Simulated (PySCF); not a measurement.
Constitutional and geometric isomers with formula C2H6OS. Isolated molecules, 0 K electronic values unless said otherwise. One relaxed conformer stands for each flexible species; it need not be the lowest. Strings in code marks are SMILES.

The HOMO from two functionals at the same geometries (PBE0-D3(BJ)/def2-TZVP), both in PySCF: PBE-D3(BJ)/def2-TZVP and B3LYP-D3(BJ)/def2-TZVP. B3LYP has the VWN-RPA correlation part, as in Gaussian. 

| species | PBE-D3(BJ)/def2-TZVP (eV) | B3LYP-D3(BJ)/def2-TZVP (eV) |
|---|---|---|
| `OCSC` (C–S–C–O torsion -65°, S–C–O–H torsion -54°) | -5.41 | -6.43 |
| `O(CS)C` (C–O–C–S torsion -69°, O–C–S–H torsion -68°) | -5.88 | -6.90 |
| `S[C@H](O)C` (S–C–O–H torsion 47°, O–C–S–H torsion 66°) | -5.81 | -6.87 |

Over these rows, drawn at random from the members with no instability flagged (it was tested for open shells, ions and some series alone), PBE minus B3LYP-D3(BJ): mean +1.03 eV, from +1.02 eV to +1.06 eV.
